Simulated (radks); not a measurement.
Task: Species: Er. Configuration: [Xe] 4f12 6s2. All-electron calculation, Dirac Kohn-Sham, PBE, spin-unpolarised, spherical densities, point nucleus; open shells fill j = l - 1/2 first. Program: a radial shooting solver on a logarithmic mesh with Libxc functionals.

Spin-orbit splittings of the eigenvalues, e(l+1/2) - e(l-1/2), with zeta = 2 splitting/(2l+1) and mean radii in bohr:

shell  occ.  splitting (eV)  zeta (eV)  <r> j=l-1/2  <r> j=l+1/2
2p        6           916.9      611.3      0.07147      0.07875
3p        6           192.6      128.4       0.2146       0.2283
3d       10           42.08      16.83       0.2012       0.2055
4p        6           43.32      28.88       0.5172       0.5486
4d       10               ?          ?       0.5774       0.5886
4f       12           1.081     0.3088       0.8214       0.8460
5p        6           5.342      3.561        1.419        1.534

Estimate the 4d splitting.

Result: 7.871 eV (zeta = 3.148 eV).
